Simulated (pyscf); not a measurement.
Structures and frequencies: ωB97X-D3(BJ)/def2-SVP in PySCF.

SMILES: F[SiH]([SiH3])[SiH2][SiH3]
```xyz
14

F      1.6670     1.6058    -0.4193
Si     0.4214     1.0289     0.4920
Si     1.2457    -0.6832     1.8442
Si    -1.1028     0.1579    -1.0479
Si     0.2407    -0.2358    -2.9152
H     -0.1058     2.1628     1.3043
H      0.1272    -1.1780     2.7021
H      1.7221    -1.8026     0.9795
H      2.3661    -0.2180     2.7118
H     -1.6714    -1.1178    -0.5158
H     -2.2194     1.0979    -1.3612
H      0.7169     1.0686    -3.4556
H      1.4138    -1.0534    -2.4899
H     -0.4997    -0.9689    -3.9838
```

What is the homolytic dissociation enthalpy (298 K, ωB97M-D3(BJ)/def2-TZVP) of the Si–Si bond of `[F][SiH]([SiH3])[SiH2][SiH3]`, to F–SiH•–SiH₃ + •H₂Si–SiH₃?

Si–Si to F–SiH•–SiH₃ + •H₂Si–SiH₃: 304.7 kJ/mol. The 7 functionals that were run give +279.2 (r²SCAN) to +323.8 kJ/mol (ωB97X-D3(BJ)). Other isomers of F–SiH•–SiH₃, •H₂Si–SiH₃ were not searched in full and may lie lower.
